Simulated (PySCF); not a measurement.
Energy of Sb⁻ (antimony, charge -1) between two integer charges

The 5p beta orbital of [Kr] 4d10 5s2 5p4 is emptied in steps (occupation f), with all orbitals relaxed, ending at [Kr] 4d10 5s2 5p3. Calculation: PySCF 2.14, in aug-cc-pVTZ-DK3; the spin-free X2C one-electron Hamiltonian (Gaussian nucleus). The exact energy is a straight line in f; departures are measured from the line between the end points of the same method.

Task: Among LDA, PBE, PBE0, r2SCAN, LC-wPBE, BHandHLYP, TPSS, HSE06, which shows the largest delocalisation error (convex curve), and which is closest to linear?

Result: Most convex: LDA (-0.662 eV at f = 0.5); closest to linear: LC-wPBE (0.105 eV).

| f | LDA (eV) | PBE (eV) | PBE0 (eV) | r2SCAN (eV) | LC-wPBE (eV) | BHandHLYP (eV) | TPSS (eV) | HSE06 (eV) |
| --- | --- | --- | --- | --- | --- | --- | --- | --- |
| 1 | 0.000 | 0.000 | 0.000 | 0.000 | 0.000 | 0.000 | 0.000 | 0.000 |
| 0.75 | -0.484 | -0.458 | -0.313 | -0.422 | 0.082 | -0.195 | -0.448 | -0.389 |
| 0.5 | -0.662 | -0.623 | -0.424 | -0.561 | 0.105 | -0.271 | -0.608 | -0.526 |
| 0.25 | -0.508 | -0.476 | -0.321 | -0.407 | 0.077 | -0.211 | -0.464 | -0.398 |
| 0 | 0.000 | 0.000 | 0.000 | 0.000 | 0.000 | 0.000 | 0.000 | 0.000 |

| method | E(f=0) − E(f=1) (eV) | −ε at f=1 (eV) | −ε at f=0.5 (eV) |
| --- | --- | --- | --- |
| LDA | 1.189 | -1.312 | 1.125 |
| PBE | 0.964 | -1.413 | 0.916 |
| PBE0 | 0.896 | -0.741 | 0.874 |
| r2SCAN | 0.923 | -1.305 | 0.955 |
| LC-wPBE | 0.861 | 1.331 | 0.847 |
| BHandHLYP | 0.884 | -0.110 | 0.843 |
| TPSS | 0.917 | -1.417 | 0.876 |
| HSE06 | 0.960 | -1.074 | 0.935 |

At f = 1 the orbital energy is positive for LDA, PBE, PBE0, r2SCAN, BHandHLYP, TPSS, HSE06: only the finite basis holds the electron.

Reference removal energy between the ground levels: 1.047 eV (measured; photodetachment measurements, as compiled on the Wikipedia data page of electron affinities). The calculation has no spin-orbit coupling.
